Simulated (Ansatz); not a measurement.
Basis-set extrapolation for AlB2H5O (`[BH2][AlH][BH]O`) (PBE0-D4/def2-TZVP geometry, frozen core, the Gaussian-basis code of Ansatz). Multiplicity 1, RHF reference.

|  | def2-TZVPP | def2-QZVPP |
| --- | --- | --- |
| HF | -369.090981 | -369.104106 |
| MP2 correlation | -0.511382 | -0.549185 |
| CCSD(T) correlation | -0.576985 | not run |

Energies in hartree. Use E(X) = E(∞) + A·exp(−7.88·√X) for Hartree–Fock and E(X) = E(∞) + B·X^(−2.97) for correlation, with X = 3 and 4, and add CCSD(T) minus MP2 of the smaller set to the MP2 limit.

Q: What is the CCSD(T) energy at the basis-set limit?

A: HF limit: -369.104106 + (-0.013125) × 0.13774 = -369.10591. MP2 limit: -0.549185 + (-0.037803) × 0.74074 = -0.57719. Higher-order term: -0.576985 − (-0.511382) = -0.06560. Total: -369.74870 hartree, 2.20 eV below CCSD(T)/def2-TZVPP.
